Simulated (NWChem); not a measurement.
Molecule: CAuO, doublet; SMILES [O+]#[C-]->[Au]

```xyz
3

Au    -0.0092    -0.3844     0.0000
O     -0.1898     2.5946     0.0000
C      0.3747     1.6017     0.0000
```
Atoms are numbered in this order, from 1.

All runs: NWChem. Spin-unrestricted. Medium grid unless said otherwise, to which SCAN and Minnesota functionals are sensitive. In the optimisation the excess spin sits in a' (Cs, its own frame). All runs use the structure optimised with PBE0/def2-SVP, spin-unrestricted. This spin state was assumed; another may lie lower. No stability test was run on the SCF state. def2 effective core potentials on Au; no spin-orbit coupling.

Q: Order these by “dipole (D)”, lowest first: TPSSh/def2-SVP; LC-wPBE (HJS exchange hole, range parameter 0.4 per bohr)/def2-SVP; MN15-L/def2-SVP; B3LYP/def2-SVP.

A: TPSSh/def2-SVP (0.36), B3LYP/def2-SVP (0.43), MN15-L/def2-SVP (0.55), LC-wPBE (HJS exchange hole, range parameter 0.4 per bohr)/def2-SVP (0.78)
